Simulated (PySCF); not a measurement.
**C6H14O: core ionisation energies**

Compound: n-PeOMe, C₆H₁₄O.
Atom-mapped SMILES: `[CH3:1][CH2:2][CH2:3][CH2:4][CH2:5][O:6][CH3:7]`

Cartesian coordinates in Å at the PBE0-D3(BJ)/def2-SVP level; atoms count from 1:
```
atom  x, y, z in Å
C1    -3.560   -0.340    0.261
C2    -2.302    0.267   -0.336
C3    -1.020   -0.383    0.166
C4     0.241    0.222   -0.431
C5     1.510   -0.433    0.067
O6     2.611    0.175   -0.540
C7     3.831   -0.358   -0.141
H8    -3.635   -1.415    0.027
H9    -3.568   -0.244    1.359
H10   -4.469    0.147   -0.122
H11   -2.337    0.191   -1.437
H12   -2.269    1.349   -0.115
H13   -0.982   -0.306    1.268
H14   -1.051   -1.466   -0.056
H15    0.219    0.142   -1.531
H16    0.293    1.300   -0.203
H17    1.577   -0.347    1.173
H18    1.492   -1.522   -0.158
H19    3.918   -1.435   -0.389
H20    4.629    0.185   -0.667
H21    3.997   -0.252    0.951
```

Level of theory: delta-SCF UKS SCAN, pcX-2 on the ionised atom, pcseg-1 elsewhere, spin-free X2C (PySCF 2.14.0). Binding energies are ΔSCF values: E(core-ionised, relaxed orbitals) − E(ground state) at a fixed geometry, referred to the vacuum level.

Give the core binding energies atom by atom.

| atom(s) | environment | level | binding energy (eV) | above the level's lowest (eV) | count |
| --- | --- | --- | --- | --- | --- |
| C1 | methyl carbon | C 1s | 290.53 | +0.16 | 1 |
| C2 | chain CH2 carbon | C 1s | 290.48 | +0.11 | 1 |
| C3 | chain CH2 carbon | C 1s | 290.45 | +0.08 | 1 |
| C4 | chain CH2 carbon | C 1s | 290.37 | 0.00 | 1 |
| C5 | sp3 carbon bound to oxygen | C 1s | 291.84 | +1.47 | 1 |
| O6 | ether oxygen | O 1s | 538.27 | 0.00 | 1 |
| C7 | methoxy carbon | C 1s | 292.10 | +1.73 | 1 |

The listed C 1s values span 1.73 eV, from C4 (bonded to 2 C and 2 H) to C7 (bonded to O and 3 H). The widest gap between neighbouring values is 1.31 eV, between 290.53 and 291.84 eV. Summing the Pauling electronegativity differences to the bonded atoms, each weighted by its formal bond order, gives -0.70 for the lowest site and -0.16 for the highest; the largest sum, +0.19, belongs to C5, 0.26 eV below the top. The smallest sum, -1.05, belongs to C1, 0.16 eV above the lowest. The values 290.45, 290.48 and 290.53 eV lie too close for their order to be trusted.

Which effective nuclear charge Zeff reproduces each element's mean 1s value in the hydrogen-like formula E = 13.606 eV × Zeff²?

C (Z = 6): mean 291.0 eV, Zeff = 4.62, Z − Zeff = 1.38; O (Z = 8): mean 538.3 eV, Zeff = 6.29, Z − Zeff = 1.71. Means run over the listed sites, weighted by atom count.

Which photon energy gives electrons from C 1s of C5 a kinetic energy of 100 eV, and what is their de Broglie wavelength?

hν = 291.84 + 100 = 391.84 eV, recoil neglected; λ = 12.264 Å/√(E/eV) = 1.23 Å.

Geometry: PBE0-D3(BJ)/def2-SVP, one conformer, isolated molecule.

The run took 88 s on Arm Neoverse V1, one thread, shared host.
